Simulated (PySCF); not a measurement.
An unknown is described by computed data only.

Formula: CH4FNSi.

- Triplet: lowest triplet excitation (Tamm–Dancoff): 3.44 eV [TDA CAM-B3LYP/def2-SVPD]
- NMR, other nuclei: isotropic shieldings of nuclei other than C and H, by class: -177 (1 N), 385 (1 F), 359 (1 Si) ppm [GIAO PBE/pcSseg-2]
- 13C NMR: chemical shifts (computed TMS as zero) by class: 203.0 (1 C) ppm [GIAO PBE/pcSseg-2]
- Polarisability: 45.9 au [CAM-B3LYP/def2-SVPD]
- Rotational structure: rotational constants A, B, C: 19.780, 3.095, 2.765 GHz [PBE0-D3(BJ)/def2-SVP]
- UV, strongest line: among the 10 lowest singlet transitions: S6 at 8.14 eV (152 nm, f = 0.158) [TDDFT CAM-B3LYP/def2-SVPD]

Gas-phase values; electronic properties from PySCF, density fitting. Levels stand in brackets. Geometry: PBE0-D3(BJ)/def2-SVP, one conformer, isolated molecule. NMR values are class means; diastereotopic atoms form classes of their own.

Task: Propose a structure and show how it fits.

Result: Numbering: `[H]/[N:1]=[CH:2]\[SiH2:3][F:4]`. Its formula, CH4FNSi, gives 1 degree of unsaturation: 0 rings and 1 π bond in the structure found. The one carbon: C=N carbon [C2] (203.0 ppm). The other shieldings belong to: -177 ppm, C=N nitrogen [N1]; 385 ppm, silicon-bound fluorine [F4]; 359 ppm, fluorine-bound silicon [Si3]. By its constants the optimised geometry is an asymmetric top. Structure: `[H]/N=C\[SiH2]F`. Computed isomers that give other values at the same levels: `C=N[SiH2]F` (rotational constant A: 17.639 GHz; this holds for the one conformer computed). The assignments are read from this structure; whether some other isomer fits the data as well wasn't checked.

Shape of the structure used: `[H]/[N:1]=[CH:2]\[SiH2:3][F:4]`: N1–C2–Si3–F4 178°.
